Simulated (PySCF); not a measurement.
Electronic structure of S (sulfur, neutral) at the UHF level

Configuration: [Ne] 3s2 3p3 4s1, high-spin 5S determinant (an excited configuration). Calculation: PySCF 2.14, in aug-cc-pCVTZ-DK (8s7p5d3f, 75 functions); scalar relativity by spin-free X2C-1e.

| Quantity | Value |
| --- | --- |
| Total energy | -398.366605 hartree |
| One-electron energy | -547.8802 hartree |
| Hartree (Coulomb) energy | 174.5220 hartree |
| Exchange energy | -25.0084 hartree |
| ⟨S²⟩ | 6.0004 |
| ⟨L²⟩ | 0.000 |
| Sum of ⟨r⟩ | 17.58 bohr |
| Sum of ⟨r²⟩ | 45.83 bohr² |
| Langevin diamagnetic susceptibility | -36.3 ×10⁻⁶ cm³/mol |

```csv
shell,electrons,mean orbital energy (eV),"rms radius, mean of both spins (bohr)"
1s α,1,-2517.4,0.112
1s β,1,-2516.5,0.112
2s α,1,-252.24,0.516
2s β,1,-251.28,0.516
2p α,3,-187.94,0.491
2p β,3,-186.31,0.491
3s α,1,-32.709,1.78
3s β,1,-23.154,1.78
3p α,3,-17.480,2.07
4s α,1,-3.155,4.96
```

The outer electron is Rydberg-like, and this basis confines it to a smaller radius and binds it less than a complete one would.

Densities and radii are taken from the X2C orbitals without a picture-change correction, which distorts them close to the nucleus.

Spin-orbit constants ζ (cm⁻¹) from the X2C one-electron operator on these orbitals: bare nucleus, nucleus screened by l(l+1)(2l+1)/3 electrons, and screened by the Breit-Pauli mean field of the electrons.

```
shell   bare  screened nucleus  mean field
   2p   7487              6551        6125
   3p  524.1             458.6       422.6
```
